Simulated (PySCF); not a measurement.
Question: Write Cartesian coordinates for InChI=1S/C2H8B2FN/c1-2(3-5)4-6/h2-4H,6H2,1H3/t2-/m1/s1 as optimised with PBE0-D3(BJ)/def2-SVP.

Answer: 
```
atom  x, y, z in Å
C1    -1.253    1.354   -0.210
C2    -0.298    0.188   -0.457
B3     1.017    0.233    0.453
N4     1.966   -0.785    0.418
B5    -0.857   -1.225   -0.173
F6    -0.297   -2.282   -0.772
H7    -0.756    2.327   -0.343
H8    -1.645    1.331    0.819
H9    -2.121    1.330   -0.887
H10    0.098    0.189   -1.492
H11    1.209    1.163    1.208
H12    1.876   -1.610   -0.165
H13    2.812   -0.763    0.970
H14   -1.743   -1.473    0.618
```

Any rigid rotation of these coordinates is as good. Atoms count from 1 in this order. Of the pairs four or more bonds apart, those above aside, N4···F6 is among the closest relative to their van der Waals radii: 2.96 Å, 98 % of the sum of Bondi's values. The 2 B–C bonds span 1.546 Å (C2–B5, drawn single) to 1.600 Å (C2–B3, drawn single), a spread of 0.054 Å. B3 (three-coordinate boron) is planar (angles 121.7°, 120.4° and 117.9°, sum 360.0°, 0.00 Å off the plane of its three neighbours). N4 (boron-bound nitrogen) is planar (angles 123.3°, 122.8° and 114.0°, sum 360.0°, 0.00 Å off the plane of its three neighbours).

Bonds between heavy atoms (Å): C1–C2 1.527, C2–B3 1.600, B3–N4 1.392, C2–B5 1.546, B5–F6 1.338.

Method used: PBE0-D3(BJ)/def2-SVP geometry optimisation, gas phase (PySCF 2.14.0).

Point group: C1 (no symmetry element, even within 0.4 Å). No frequency check. The numbers are those of one conformer (C1–C2–B3–N4 176°, C1–C2–B5–F6 157°).
